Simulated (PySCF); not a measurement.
An equivalent PySCF input for In (indium, neutral), [Kr] 4d10 5s2 5p1, 2P determinant, with a scalar-relativistic core potential:

```python
from pyscf import gto, scf, dft, mp, cc
import basis_set_exchange as bse
txt = bse.get_basis("aug-cc-pVQZ-PP", elements=["In"], fmt="nwchem", header=False, augment_diffuse=1)
cut = txt.index("\nECP")
mol = gto.M(atom="In 0 0 0", charge=0, spin=1, symmetry="D2h",
            basis=gto.basis.parse(txt[:cut]),
            ecp={"In": gto.basis.parse_ecp(txt[cut:])})
mf = dft.UKS(mol, xc="HYB_MGGA_XC_R2SCAN0")
mf.irrep_nelec = {'Ag': (4, 4), 'B1g': (1, 1), 'B2g': (1, 1), 'B3g': (1, 1), 'B1u': (1, 1), 'B2u': (2, 1), 'B3u': (1, 1)}
mf.kernel()
```

It reaches the same state as the run whose output follows, with an energy that differs only through the grid. The run itself started from symmetry-adapted Hartree-Fock orbitals and held the occupation by maximum overlap, on a logarithmic radial grid, so the iterations belong to that start.

```
SCF conv_tol = 1e-09
number electrons alpha = 11  beta = 10
XC functionals = HYB_MGGA_XC_R2SCAN0
    M. Bursch, H. Neugebauer, S. Ehlert, and S. Grimme.,  J. Chem. Phys. 156, 134105 (2022)
cycle= 1 E= -190.149662168882  delta_E= -0.00755  |g|= 0.0214  |ddm|= 0.733
cycle= 2 E= -190.149840055673  delta_E= -0.000178  |g|= 0.0135  |ddm|= 0.12
cycle= 3 E= -190.149892697185  delta_E= -5.26e-05  |g|= 0.00282  |ddm|= 0.0366
cycle= 4 E= -190.149896957613  delta_E= -4.26e-06  |g|= 0.000261  |ddm|= 0.0105
cycle= 5 E= -190.149897041889  delta_E= -8.43e-08  |g|= 3.01e-05  |ddm|= 0.00179
cycle= 6 E= -190.149897043275  delta_E= -1.39e-09  |g|= 5.2e-06  |ddm|= 0.000258
cycle= 7 E= -190.149897043334  delta_E= -5.93e-11  |g|= 7.95e-07  |ddm|= 6.77e-05
converged SCF energy = -190.149897043334  <S^2> = 0.75621908  2S+1 = 2.0062094
```

Energies and moments cover only the electrons outside the core potential.
